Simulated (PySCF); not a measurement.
C2H6OSTe, SMILES CO[Te]SC. Geometry optimised at PBE0-D3(BJ)/def2-SVP. The structure was generated by enumeration, and PubChem lists no compound with its InChIKey, so it may never have been made. The def2 effective core potentials stand for the cores of Te; spin–orbit coupling is left out. One conformer was computed; it need not be the lowest.

Computed equilibrium geometry at PBE0-D3(BJ)/def2-SVP (PySCF confirms it by a frequency run) as bond lengths and angles (one conformer of several):
Atoms: Te1 O2 C3 H4 H5 H6 S7 C8 H9 H10 H11. Bonds (Å): Te1–O2 2.003, Te1–S7 2.378, O2–C3 1.403, C3–H4 1.106, C3–H5 1.102, C3–H6 1.106, S7–C8 1.819, C8–H9 1.098, C8–H10 1.100, C8–H11 1.098. Bond angles (°): O2–Te1–S7 100.0, Te1–O2–C3 116.9, O2–C3–H4 112.2, O2–C3–H5 107.0, O2–C3–H6 112.9, H4–C3–H5 108.1, H4–C3–H6 108.2, H5–C3–H6 108.4, Te1–S7–C8 103.8, S7–C8–H9 111.3, S7–C8–H10 106.2, S7–C8–H11 110.6, H9–C8–H10 109.3, H9–C8–H11 110.2, H10–C8–H11 109.2.
Charge 0, spin multiplicity 1.
